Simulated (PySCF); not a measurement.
SbF₃.
Structure used (PBE0-D3(BJ)/def2-SVP), in Å, numbered top down from 1:
```
atom  x, y, z in Å
Sb1    0.022   -0.025    0.745
F2     1.656   -0.002   -0.259
F3    -0.812    1.382   -0.255
F4    -0.782   -1.446   -0.262
```

Theory: PBE0-D3(BJ)/def2-SVP geometry optimisation, gas phase, def2 core potentials past Kr (PySCF).

**Question.** Which atoms are bound to Sb1, and at what distances?

**Answer.** 3 atoms: F3 1.918 Å, F2 1.918 Å, F4 1.918 Å.

**Question.** List the angles at Sb1.

**Answer.** 
| angle | degrees | distance of the outer atoms (Å) |
| --- | --- | --- |
| F2–Sb1–F4 | 95.2 | 2.83 |
| F2–Sb1–F3 | 95.1 | 2.83 |
| F3–Sb1–F4 | 95.0 | 2.83 |

**Question.** What is the shape at Sb1?

**Answer.** Pyramidal: angles 95.2°, 95.1° and 95.0°, sum 285.3°, 1.00 Å off the plane of its three neighbours.

**Question.** What are the rotational constants (commonest isotopes, rigid rotor)?

**Answer.** A = 4395, B = 4383, C = 3321 MHz: an oblate symmetric top.

Point group: C3v (every atom within 0.08 Å of its image). Charge 0, singlet. Stationary, but not proved a minimum.

Hardware: one thread, Arm Neoverse V1 (aarch64), shared host with 32 logical CPUs at a one-minute load of 13. Cost: 8.6 s wall, 0.28 GiB resident at most. These figures are those of the optimisation.
